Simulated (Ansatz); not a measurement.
`[O][Si](O)(O)O`, charge 0, multiplicity 2.

Question: Give a relaxed structure at PBE0-D4/def2-TZVP (Ansatz 0.2.0). (Best estimate.)

Answer: Computed: 
Cartesian coordinates in Å:
```
O 1.777 -0.373 0.445
Si 0.192 -0.028 0.112
O -0.085 -0.930 -1.218
O -0.154 1.519 -0.241
O -0.665 -0.404 1.437
H 0.105 -1.868 -1.167
H 0.205 1.891 -1.048
H -1.374 0.193 1.679
```
